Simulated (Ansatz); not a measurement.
Cost and result up the ladder for Al9As9H24, a nanocrystal cut from wurtzite AlAs (hydrogen-capped) (42 atoms). Total charge 0; singlet. Geometry: PBE-D4/def2-SVP.

```xyz
42

Al    3.373    3.726   -0.139
As    0.949    4.566   -0.139
As    2.754    1.292   -0.058
Al    1.677    0.629    2.075
Al   -1.060    3.066   -0.084
As   -0.648    1.578    1.866
As    1.290   -1.821    2.070
Al    0.360   -2.677    4.242
Al   -2.524   -0.046    2.040
As   -1.900   -1.490    3.992
Al    1.649    0.501   -2.132
As   -0.673    1.465   -1.948
As    1.262   -1.943   -1.973
Al    0.125   -2.738    0.082
Al   -2.550   -0.166   -2.000
As   -2.055   -1.474    0.057
Al    0.301   -2.932   -4.074
As   -1.951   -1.720   -3.874
H     3.995    4.204    1.257
H     3.962    4.116   -1.577
H     0.733    5.578    0.981
H     0.714    5.524   -1.302
H     4.078    0.529   -0.044
H     2.399    1.186    3.386
H    -2.461    3.832   -0.098
H    -0.832    2.491    3.076
H     2.697   -2.406    1.962
H     1.081   -1.972    5.486
H     0.038   -4.242    4.146
H    -3.990    0.583    2.120
H    -2.207   -0.657    5.232
H    -3.047   -2.484    4.149
H     2.352    0.977   -3.485
H    -0.874    2.304   -3.208
H     2.671   -2.522   -1.850
H    -0.136   -4.313    0.132
H    -4.018    0.458   -2.097
H    -3.151   -2.536    0.096
H     1.010   -2.316   -5.371
H    -0.030   -4.486   -3.872
H    -2.261   -0.953   -5.155
H    -3.104   -2.713   -3.968
```

Ansatz on 4 threads of AMD EPYC 7R13 on a shared host and a share (37 GiB) of an NVIDIA H100 80GB HBM3. Times are rough, and most runs start from the orbitals of an earlier one. PBE0-D4/def2-TZVP serves as the yardstick here, not as an exact answer. Differences are given only for rows in sets of like size (and for xTB, whose basis is part of the method), since another set adds its own error. Binding counts from free atoms at the same level (Al doublet, As quartet, H doublet; other spins of the atoms weren't run), without zero-point energy or a counterpoise term.

Single mean-field runs in def2-SVP, def2-TZVP are fitted with def2-universal-jkfit.

```csv
level,functions,binding energy per atom (eV),difference from PBE0-D4/def2-TZVP (eV)
r2SCAN-D4/def2-TZVP (with forces),909,2.80,0.03
PBE0-D4/def2-SVP,570,2.78,–
PBE-D4/def2-SVP,570,2.78,–
PBE-D4/def2-TZVP (with forces),909,2.77,0.01
PBE0-D4/def2-TZVP,909,2.76,0.00
```

Question: Estimate how long each takes.

Answer: PBE-D4/def2-TZVP (with forces) 11 s; PBE-D4/def2-SVP 11 s; PBE0-D4/def2-SVP 13 s; r2SCAN-D4/def2-TZVP (with forces) 15 s; PBE0-D4/def2-TZVP 16 s. On shared hardware such times vary by a factor of up to 3.
